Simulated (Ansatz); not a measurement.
`[OH][Mo]([OH])([OH])([F])([F])[F]`. The species carries charge 0 and has multiplicity 1. Mo takes the def2 core potential. The geometry is a stationary point of PBE0-D4/def2-TZVP. It is one conformer, not always the lowest.

```xyz
10

O    -0.226    1.556   -0.955
Mo    0.098    0.068    0.083
O    -0.215   -1.265    1.319
O     1.822   -0.342   -0.434
F     0.809    1.134    1.402
F    -1.776    0.309    0.392
F    -0.359   -1.070   -1.325
H    -1.108    1.941   -1.006
H    -1.095   -1.401    1.688
H     2.050   -0.929   -1.162
```

Problem. What is the dipole moment at ωB97M-V/def2-TZVPP? (Best estimate.)

Solution. Ansatz gave: 0.85 D, with components (-0.24, -0.51, -0.64) D in this frame, pointing from negative to positive charge.

Problem. And with PBE, r2SCAN, B3LYP? (Best estimate.)

Solution. The calculation gave: PBE 0.84 D, r2SCAN 0.86 D, B3LYP 0.86 D.

Problem. Give the Mulliken charges with ωB97M-V, r2SCAN, B3LYP in def2-TZVPP. (Best estimate.)

Solution. Ansatz gave: 
```
atom  ωB97M-V  r2SCAN  B3LYP
  O1    -0.38   -0.41  -0.39
 Mo2     1.61    1.66   1.67
  O3    -0.38   -0.41  -0.39
  O4    -0.40   -0.43  -0.42
  F5    -0.34   -0.34  -0.35
  F6    -0.42   -0.42  -0.43
  F7    -0.37   -0.37  -0.38
  H8     0.23    0.25   0.23
  H9     0.23    0.25   0.23
 H10     0.22    0.24   0.23
```

B3LYP here is the variant with VWN-RPA as its local correlation; programs differ in this.
